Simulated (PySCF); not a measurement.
## Exercise with solution: chemical shift, span and skew from a shielding tensor

CrO₂F, SMILES [F][Cr+](=[O])=[O], charge +1, multiplicity 1. Atoms are numbered in the order given.

```xyz
4

Cr     0.0522     0.2575     0.0000
O      0.7874    -0.2642    -1.2233
O      0.7874    -0.2642     1.2233
F     -1.5389    -0.2170     0.0000
```
Charge +1, spin multiplicity 1.

Coordinates come from a B3LYP-D3(BJ)/def2-SVP optimisation. The multiplicity is an assumed one; other spin states were not compared. The isomer is the one that the SMILES or the coordinates give; other isomers of the formula were not compared.

GIAO shieldings from PySCF with B3LYP/pcSseg-2, non-relativistic, no solvent. The symmetric part of the tensor of F4 has the principal values -1098.3, -398.2, 124.3 ppm. The same nucleus in CFCl3 has σ = 159.6 ppm at this level (PySCF, at its B3LYP-D3(BJ)/def2-TZVP geometry).

Question: Work out the isotropic shielding, the ¹⁹F shift against CFCl3, the span and the skew.

Answer: 
σ(iso) = (σ11 + σ22 + σ33)/3 = -457.4 ppm. δ = σ(ref) − σ(iso) = 159.6 − (-457.4) = 617.0 ppm.
Span Ω = σ33 − σ11 = 1222.6 ppm. Skew κ = 3(σ(iso) − σ22)/Ω = -0.15. Tumbling in solution averages the tensor to δ; in a static solid the shielding alone would spread this spin-1/2 line over Ω.
